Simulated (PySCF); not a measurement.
## Field gradients at the hydrogen positions

Species: C8H8N2.
Numbering: `[H]/[N:4]=[C:3](/[CH:2]=[CH2:1])[c:5]1[cH:6][cH:7][cH:8][cH:9][n:10]1` (hydrogens: H11, H12 on C1; H13 on C2; H14 on N4; H15 on C6; H16 on C7; H17 on C8; H18 on C9)

Structure used (GFN2-xTB), in Å, numbered top down from 1:
```
atom  x, y, z in Å
C1     3.4410    0.6522    0.1291
C2     2.1175    0.7352    0.0845
C3     1.2481   -0.4439    0.0966
N4     1.7764   -1.5968    0.1525
C5    -0.2168   -0.1682    0.0399
C6    -1.1650   -1.1928    0.0477
C7    -2.5088   -0.8665   -0.0074
C8    -2.8728    0.4685   -0.0684
C9    -1.8591    1.4167   -0.0711
N10   -0.5799    1.1117   -0.0190
H11    3.9265   -0.3079    0.1769
H12    4.0664    1.5287    0.1194
H13    1.6029    1.6828    0.0363
H14    1.1300   -2.3811    0.1583
H15   -0.8652   -2.2297    0.0959
H16   -3.2595   -1.6437   -0.0025
H17   -3.9086    0.7659   -0.1125
H18   -2.0820    2.4752   -0.1172
```

Level: PBE0/pcSseg-1 (PySCF, non-relativistic); Q(2H) = 0.00286 b; rigid geometry, the same for H and D, with no vibrational averaging.

**Question.** Rank these positions by the coupling χzz of a deuteron there, largest first.
A. H13 (vinylic hydrogen)
B. H14 (N–H hydrogen)
C. H11 (vinylic hydrogen)
D. H12 (vinylic hydrogen)

**Answer.** B (266 kHz), D (226 kHz), C (222 kHz), A (214 kHz).

**Question.** What are Vzz, η and χzz (234.96 MHz × Q × Vzz) at all hydrogens?

**Answer.** 
| atom | bonded to | bond length (Å) | Vzz (au) | η | χzz (kHz) |
| --- | --- | --- | --- | --- | --- |
| H11 | C1 | 1.077 | 0.3304 | 0.01 | 222 |
| H12 | C1 | 1.077 | 0.3366 | 0.03 | 226 |
| H13 | C2 | 1.079 | 0.3184 | 0.04 | 214 |
| H14 | N4 | 1.016 | 0.3956 | 0.02 | 266 |
| H15 | C6 | 1.080 | 0.3256 | 0.08 | 219 |
| H16 | C7 | 1.081 | 0.3233 | 0.05 | 217 |
| H17 | C8 | 1.079 | 0.3286 | 0.06 | 221 |
| H18 | C9 | 1.083 | 0.3170 | 0.06 | 213 |

**Question.** Average by the element that carries the hydrogen.

**Answer.** on C: 219 kHz over 7 positions, mean bond length 1.079 Å; on N: 266 kHz over 1 position, mean bond length 1.016 Å.

Geometry: GFN2-xTB, one conformer, isolated molecule. GFN2-xTB frequencies show an imaginary mode (45i cm⁻¹), so this geometry is no minimum at that level. GFN2-xTB bond lengths can be off by several hundredths of an ångström, more for odd bonds, and the gradients follow them. A larger basis could move these couplings by a tenth or more.
